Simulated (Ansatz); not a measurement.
`[CH3][GaH][CH]=O` + H₂ → `O=[CH][GaH2]` + CH₄ at 700 K and 1 bar (hydrogenolysis of a Ga–C bond).

Gas-phase electronic energies from Ansatz, PBE0-D4/def2-TZVP geometries. CBS: MP2 limit from def2 TZ/QZ plus the TZ coupled-cluster correction, frozen cores. This one scheme is used for every species. For Ga outer-core shells are correlated without core-valence functions, which leaves a few kJ/mol of doubt a bond. Scalar relativity is left out up to krypton. One conformer a species, not always the lowest.

| species | CCSD(T)/CBS energy (Eh) | H − E (kJ/mol) | S (J/(mol·K)) |
| --- | --- | --- | --- |
| `[CH3][GaH][CH]=O` | -2078.18542 | 226.1 | 458.9 |
| H₂ | -1.17544 | 46.8 | 155.3 |
| `O=[CH][GaH2]` | -2038.90941 | 130.0 | 373.5 |
| CH₄ | -40.46206 | 145.9 | 224.0 |

H − E and S are ideal-gas, rigid-rotor, harmonic terms from PBE0-D4/def2-TZVP, for one conformer and one mirror image of each species. The MP2-based limit puts H₂ 0.8 mEh under its directly extrapolated value; such offsets cancel only in part. 1 Eh = 2625.50 kJ/mol, R = 8.31446 J/(mol·K).

Problem. By hand: ΔE, ΔH, ΔS and ΔG.

Solution. ΔE = (-2038.90941) + (-40.46206) − (-2078.18542) − (-1.17544) = -0.01061 Eh = -27.9 kJ/mol. Δ(H − E) = 130.0 + 145.9 − 226.1 − 46.8 = 3.0, so ΔH = -24.9 kJ/mol. ΔS = 373.5 + 224.0 − 458.9 − 155.3 = -16.7 J/(mol·K). ΔG = -24.9 − 700 × (-16.7)/1000 = -13.2 kJ/mol.

Problem. By hand: the equilibrium constant, and the temperature at which ΔG would vanish if ΔH and ΔS stayed fixed.

Solution. log₁₀ K = −ΔG/(RT ln 10) = 1.0. ΔG = 0 at ΔH/ΔS = 1491 K, though so small a ΔS makes that figure unsure.

TΔS isn't small against ΔH here. A doubt of 5 kJ/mol in ΔE shifts log₁₀ K by 0.4 here. Other conformers and mirror images would add mixing entropy, several J/(mol·K) or more a flexible species. Modes under 60 cm⁻¹, often nearly free rotors, make the harmonic entropy too high. These are equilibria of isolated gas molecules and say nothing of rates. Largest T1 diagnostic: 0.017 (customary marks: 0.02 for closed shells, 0.045 for open ones).
